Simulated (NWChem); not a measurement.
# Cl$_{2}$ anion, doublet

Results from NWChem. Spin-unrestricted. Sets without diffuse functions describe the anion's extra electron poorly. No stability test was run on the SCF state. The highest occupied level is positive in some or all of these runs, so the extra electron may be held by the finite basis. Each level has its own optimisation; frequencies are unscaled.

| level | highest harmonic frequency (cm⁻¹) | zero-point energy (kcal/mol) |
|---|---|---|
| B3LYP/def2-TZVP | 203 | 0.3 |
| BLYP/def2-SVP | [?] | 0.3 |
| CAM-B3LYP/def2-SVP | 255 | 0.4 |
| PBE0/def2-TZVP | 227 | 0.3 |
| B3LYP/def2-SVPD | 213 | 0.3 |

Q: Complete the blanks.

A: 
- BLYP/def2-SVP, highest harmonic frequency (cm⁻¹): 183
